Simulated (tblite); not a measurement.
Compound: C₇H₁₁BBrF.
Geometry (GFN2-xTB, Å), atoms numbered from 1 in this order:
```xyz
21
C7H11BBrF angstrom
C      3.896   -0.680   -0.735
C      2.605   -0.538   -0.115
C      1.516   -0.415    0.397
B      0.179   -0.283    1.044
Br     0.017   -0.671    2.884
C     -1.121    0.213    0.233
C     -1.694    1.485    0.883
C     -0.807    0.501   -1.242
C     -2.217   -0.864    0.292
F     -1.767   -2.052   -0.239
H      3.841   -0.415   -1.791
H      4.616   -0.030   -0.238
H      4.235   -1.712   -0.641
H     -2.580    1.818    0.344
H     -0.957    2.285    0.852
H     -1.971    1.311    1.921
H     -0.472   -0.406   -1.740
H     -1.692    0.872   -1.756
H     -0.019    1.247   -1.324
H     -3.091   -0.569   -0.301
H     -2.526   -1.079    1.321
```

Computed with GFN2-xTB (tblite): harmonic, unscaled wavenumbers at the GFN2-xTB geometry, gas phase. Errors from tens to a few hundred cm⁻¹ against measured bands are possible. One conformer, not necessarily the lowest. The optimisation stopped once no atom felt more than 0.01 eV/Å.

Lowest wavenumbers of the output (negative numbers stand for imaginary wavenumbers):
```
mode    cm-1
  1     -30.3
  2      18.6
  3      56.2
  4      68.1
  5     115.3
  6     141.8
  7     173.2
  8     212.7
  9     219.5
 10     257.2
 11     260.2
 12     287.3
 13     325.9
 14     347.2
 15     375.7
```

Q: Is this structure a minimum?

A: Not by this Hessian. 1 mode is imaginary beyond 20i (30i cm⁻¹), so at this level the point lies at or near a first-order saddle. The curvature is small, so loose convergence or finite differences may be the whole cause.

Q: Which atoms move in the imaginary mode?

A: 30i: H13 (methyl hydrogen) 34 %, H12 (methyl hydrogen) 34 %, H11 (methyl hydrogen) 32 %. These are shares of the mass-weighted motion.

Q: What is the remedy?

A: Step along that mode in both directions, optimise again with tighter thresholds and repeat the frequencies. The zero-point energy of this point (102.5 kcal/mol) counts the 56 real modes alone, and thermal corrections from it aren't those of a minimum.
